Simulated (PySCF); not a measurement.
SMILES c1cc2sccc2s1 (C6H4S2) (CAM-B3LYP/def2-SVP optimised geometry):

```
12

C     -0.746     2.158     0.000
C     -1.504     1.025     0.000
C     -0.679    -0.139     0.000
S     -0.961    -1.847     0.000
C      0.745    -2.158     0.000
C      1.504    -1.026     0.000
C      0.680     0.139     0.000
S      0.960     1.847     0.000
H     -1.102     3.188     0.000
H     -2.594     1.025     0.000
H      1.101    -3.188     0.000
H      2.594    -1.026     0.000
```

Method: CAM-B3LYP/def2-TZVP (PySCF).

What are the frontier orbital energies and the dipole moment?

HOMO-2 -9.41 eV, HOMO-1 -7.84 eV, HOMO -7.49 eV, LUMO 0.21 eV, LUMO+1 1.57 eV; dipole moment 0.00 D.

Meta-Löwdin charges at CAM-B3LYP/def2-TZVP: C1 -0.25, C2 -0.15, C3 -0.14, S4 0.27, C5 -0.25, C6 -0.15, C7 -0.14, S8 0.27, H9 0.14, H10 0.13, H11 0.14, H12 0.13.
